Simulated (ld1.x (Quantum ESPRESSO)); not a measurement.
# Ranking TM semilocal potentials for Hg

All share these settings but for the change named:

* Element: Hg
* Generator: ld1.x (Quantum ESPRESSO) 7.5
* Type: norm-conserving Troullier–Martins (semilocal form)
* Functional: LDA (PZ)
* Relativity: scalar-relativistic
* Frozen core: [Xe] 4f14
* Valence charge: 12
* Reference configuration: 5d10 6s2 6p0
* Partial waves: 6s (bound): rc 2.15 bohr; 5d (bound): rc 1.90 bohr; 6p (bound, empty): rc 2.50 bohr
* Local potential: the p channel
* Core correction: none

Cutoff: the first of the cutoffs (Ry, on a coarse ladder) from which the occupation-weighted sum of valence levels, in a spherical-Bessel basis at the reference potential, stays within 10 and 1 mRy of its value at 400 Ry; the density cutoff is not measured.

The base gives 50 Ry.

Of 10 variants that were run, those that failed, showed a ghost or another fault, or gave nearly equal values are left out.

A variant can come out equal or close to the base.

(1) Rank these variants from softest to hardest (loose cutoff).
A. all radii scaled by about 1.38 (s 2.96, p 3.46, d 2.62 bohr)
B. all radii scaled by about 0.75 (s 1.60, p 1.86, d 1.42 bohr)
C. all radii scaled by about 1.05 (s 2.26, p 2.64, d 2.00 bohr)

Results:

(1) A (35 Ry), C (45 Ry), B (70 Ry).
